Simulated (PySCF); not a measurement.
## Energy of V²⁺ (vanadium, charge +2) between two integer charges

The 3d alpha orbital of [Ar] 3d3 is emptied in steps (occupation f), with all orbitals relaxed, ending at [Ar] 3d2. Calculation: PySCF 2.14, in aug-cc-pVTZ-DK (8s7p5d3f2g, 93 functions); the spin-free X2C one-electron Hamiltonian (Gaussian nucleus). The exact energy is a straight line in f; departures are measured from the line between the end points of the same method.

**Question.** Among PBE0, r2SCAN, LC-wPBE, which shows the largest delocalisation error (convex curve), and which is closest to linear?

**Answer.** Most convex: r2SCAN (-1.779 eV at f = 0.5); closest to linear: LC-wPBE (-0.638 eV).

```json
{"f": "1", "PBE0 (eV)": "0.000", "r2SCAN (eV)": "0.000", "LC-wPBE (eV)": "0.000"}
{"f": "0.75", "PBE0 (eV)": "-0.989", "r2SCAN (eV)": "-1.327", "LC-wPBE (eV)": "-0.469"}
{"f": "0.5", "PBE0 (eV)": "-1.329", "r2SCAN (eV)": "-1.779", "LC-wPBE (eV)": "-0.638"}
{"f": "0.25", "PBE0 (eV)": "-1.004", "r2SCAN (eV)": "-1.340", "LC-wPBE (eV)": "-0.487"}
{"f": "0", "PBE0 (eV)": "0.000", "r2SCAN (eV)": "0.000", "LC-wPBE (eV)": "0.000"}
```

```
 method  E(f=0) − E(f=1) (eV)  −ε at f=1 (eV)  −ε at f=0.5 (eV)
   PBE0                29.899          24.671            29.859
 r2SCAN                29.998          22.976            29.962
LC-wPBE                29.953          27.502            29.905
```

Reference removal energy between the ground levels: 29.311 eV (measured; NIST Atomic Spectra Database, ionization energies). The calculation has no spin-orbit coupling. The determinant left behind need not be the lowest term of the ion.
